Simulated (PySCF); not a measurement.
B2HO2, SMILES O=BB=[OH+], charge +1.

The structure is a stationary point at ωB97X-D3(BJ)/def2-TZVP. The isomer is the one that the SMILES or the coordinates give; other isomers of the formula were not compared. The values are those of a single conformer.

Computed with PySCF 2.14.0 with TDDFT-PBE/def2-SVPD.

Vertical excitations; the highest root listed may be one member of a degenerate set.  State labels are in the subgroup C2v.

```csv
state,symmetry,energy (eV),λ (nm),f,main pairs
S1,A2,4.80,258,0.000,"HOMO−1→LUMO+1 50 %, HOMO→LUMO 50 %"
S2,A1,4.95,251,0.000,"HOMO−1→LUMO, HOMO→LUMO+1 (degenerate set)"
S3,A2,4.95,251,0.000,"HOMO→LUMO, HOMO−1→LUMO+1 (degenerate set)"
S4,B1,5.78,214,0.001,HOMO−2→LUMO (degenerate set)
S5,B2,5.78,214,0.001,HOMO−2→LUMO+1 (degenerate set)
S6,A1,6.55,189,0.282,"HOMO→LUMO+1 46 %, HOMO−1→LUMO 46 %"
S7,B1,8.00,155,0.001,HOMO−1→LUMO+2 (degenerate set)
S8,B2,8.00,155,0.001,HOMO→LUMO+2 (degenerate set)
S9,A2,8.61,144,0.000,"HOMO−3→LUMO 50 %, HOMO−4→LUMO+1 50 %"
S10,A1,8.72,142,0.000,"HOMO−3→LUMO+1 50 %, HOMO−4→LUMO 50 %"
T1,A1,4.16,298,0,"HOMO−1→LUMO 49 %, HOMO→LUMO+1 49 %"
T2,A1,4.40,282,0,"HOMO→LUMO+1, HOMO−1→LUMO (degenerate set)"
T3,A2,4.40,282,0,"HOMO−1→LUMO+1, HOMO→LUMO (degenerate set)"
T4,A2,4.80,258,0,"HOMO→LUMO 50 %, HOMO−1→LUMO+1 50 %"
```
Triplets are in the Tamm–Dancoff approximation, which puts them higher than full response would, so one can lie above its singlet here.
